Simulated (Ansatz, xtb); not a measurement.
**Relative energy of two isomers of C5H5F3O**

We compare I, `C=C(O)CC(F)=C(F)F`, a singlet, with II, `CC(=O)CC(F)=C(F)F`, a singlet. Both are isolated molecules in the gas phase, relaxed with r2SCAN-D4/def2-SVP; each stands in its lowest conformer found.

I (Å):

```yaml
atoms:
  - { symbol: C, position_ang: [1.1895, -0.8763, -0.2263] }
  - { symbol: C, position_ang: [1.0572, 0.4595, -0.2003] }
  - { symbol: C, position_ang: [0.5221, 1.2814, -1.3441] }
  - { symbol: C, position_ang: [-0.6920, 2.0532, -0.9647] }
  - { symbol: C, position_ang: [-0.8053, 3.3852, -0.9433] }
  - { symbol: F, position_ang: [-1.7518, 1.3223, -0.5772] }
  - { symbol: F, position_ang: [0.1701, 4.2043, -1.2919] }
  - { symbol: F, position_ang: [-1.8920, 4.0354, -0.5885] }
  - { symbol: O, position_ang: [1.3858, 1.2545, 0.8490] }
  - { symbol: H, position_ang: [0.8880, -1.4434, -1.1075] }
  - { symbol: H, position_ang: [1.5974, -1.4283, 0.6262] }
  - { symbol: H, position_ang: [1.6934, 0.6959, 1.5770] }
  - { symbol: H, position_ang: [0.2922, 0.6130, -2.1899] }
  - { symbol: H, position_ang: [1.2965, 1.9939, -1.6731] }
```

II (Å):

```
atom    x (Å)    y (Å)    z (Å)
   C   0.9051   0.9521  -2.1642
   C   2.1857   0.8800  -1.3737
   C   2.3704  -0.3490  -0.4636
   C   1.1178  -0.8728   0.1264
   C   0.5967  -2.0928  -0.0506
   F   0.4277  -0.0024   0.8915
   F   1.1725  -3.0243  -0.7884
   F  -0.5306  -2.5080   0.4799
   O   3.0548   1.7170  -1.4414
   H   0.0591   1.0899  -1.4702
   H   0.7201   0.0062  -2.6992
   H   0.9481   1.7921  -2.8686
   H   3.0954  -0.0623   0.3171
   H   2.8436  -1.1385  -1.0722
```

Problem. Estimate which is lower in electronic energy at CCSD(T)/def2-SVP + ΔMP2/def2-TZVPP, and by roughly how much.

Solution. The CCSD(T)/def2-SVP + ΔMP2/def2-TZVPP calculation puts structure II lower, by 0.466 eV.

Level by level:

```
                             level            geometry  E(II) − E(I) (eV)  departure from the last row (eV)  job, with rough time for the two
                          GFN2-xTB            GFN2-xTB              −0.367                            +0.100               optimisation, 1.9 s
                         HF/STO-3G            GFN2-xTB              −0.809                            −0.343               single point, 4.2 s
      r2SCAN-D4/def2-SVP//GFN2-xTB            GFN2-xTB              −0.571                            −0.104                single point, 18 s
                r2SCAN-D4/def2-SVP  r2SCAN-D4/def2-SVP              −0.564                            −0.097             optimisation, 3.6 min
                       HF/def2-SVP  r2SCAN-D4/def2-SVP              −0.572                            −0.106           part of the CCSD(T) run
                      MP2/def2-SVP  r2SCAN-D4/def2-SVP              −0.606                            −0.140           part of the CCSD(T) run
                  CCSD(T)/def2-SVP  r2SCAN-D4/def2-SVP              −0.590                            −0.124                      single point
CCSD(T)/def2-SVP + ΔMP2/def2-TZVPP  r2SCAN-D4/def2-SVP              −0.466                                               single point, 8.3 min
```

As drawn, II has 1 C–C, 1 C=O, 1 C–H in place of 1 C=C, 1 C–O, 1 O–H.

The levels shown agree on the order. The largest departure from CCSD(T)/def2-SVP + ΔMP2/def2-TZVPP is that of HF/STO-3G, 0.343 eV. The last row adds to CCSD(T) the change of the MP2 difference between the two basis sets, here +0.124 eV.

With thermal terms from frequencies at re-optimised GFN2-xTB minima (ideal gas, soft modes damped towards free rotors, one conformer each, 298.15 K, 1 atm): the zero-point term adds −0.006 eV; ΔH is −0.467 and ΔG −0.482 eV.

The correlated steps freeze 9 core orbitals. Codes used: Ansatz 0.2.0, xtb 6.7.1; the last row on 2 threads of Intel(R) Xeon(R) Processor @ 2.50GHz (Skylake/Cascade Lake) on a shared host.
